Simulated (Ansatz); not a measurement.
Species: tetrafluorogermane, GeF4, net charge 0, singlet state. 
Coordinates optimised at B3LYP-D3(BJ)/def2-TZVP (Ansatz, a quantum-chemistry and plane-wave program):
```xyz
5

F      1.3069    -1.0853    -0.0968
Ge     0.0000     0.0000     0.0000
F      0.5861     1.5972    -0.0248
F     -1.0389    -0.2436    -1.3254
F     -0.8541    -0.2684     1.4470
```

Total electronic energies in hartree. Correlated levels leave the core frozen unless marked. No spin-orbit coupling. The frozen core is the preceding noble-gas configuration, with the filled d and f shells of earlier blocks. Non-relativistic. CBS marks a two-point X^-3 extrapolation of the correlation energy; Hartree-Fock from the larger set.

```json
[
 {"level": "revPBE-D4/def2-TZVPD", "program": "Ansatz + dftd4", "energy (Eh)": "-2476.42227"},
 {"level": "r2SCAN-D3(BJ)/def2-TZVPD", "program": "Ansatz + dftd3", "energy (Eh)": "-2476.55123"},
 {"level": "PBE0/def2-SVP", "program": "Ansatz", "energy (Eh)": "-2475.29577"},
 {"level": "PBE0-D3(BJ)/def2-TZVPD", "program": "Ansatz + dftd3", "energy (Eh)": "-2476.07625"},
 {"level": "PBE0-D4/def2-TZVP", "program": "Ansatz + dftd4", "energy (Eh)": "-2476.07337"},
 {"level": "RI-MP2/CBS(aug-cc-pVTZ,aug-cc-pVQZ)", "program": "Ansatz", "energy (Eh)": "-2474.8306"},
 {"level": "RI-MP2/CBS(cc-pVTZ,cc-pVQZ)", "program": "Ansatz", "energy (Eh)": "-2474.8254"},
 {"level": "CCSD(T)/6-31G*", "program": "Ansatz", "energy (Eh)": "-2473.78245"},
 {"level": "CCSD(T)/CBS(cc-pVTZ,cc-pVQZ)", "program": "Ansatz", "energy (Eh)": "-2474.8516"}
]
```

Totals of different functionals don't rank their quality; only differences between species are comparable.
